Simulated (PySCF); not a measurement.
# Electron correlation in Pb (lead, neutral)

[Xe] 4f14 5d10 6s2 6p1 6d1, one real determinant (an excited configuration). Calculation: PySCF 2.14, in aug-cc-pVTZ-DK3; scalar relativity by spin-free X2C-1e. Frozen: [Xe] 4f14 5d10; 4 electrons correlated.

```
  level  correlation energy (mhartree)
   CCSD                         -46.80
    (T)                          -1.66
CCSD(T)                         -48.46
```

Diagnostics: T1 = 0.025, D1 = 0.0670, largest double amplitude 0.126.

The real determinant used has ⟨L²⟩ near 8 against 12 for a pure F term, so it mixes terms. Spin-orbit coupling, absent here, splits the open shell strongly. The outer electron is Rydberg-like, and this basis confines it to a smaller radius and binds it less than a complete one would.

Cost of the coupled-cluster step: about 2.5 core-seconds, for 4 correlated electrons.

The reference is one real determinant that mixes LS terms of this configuration.
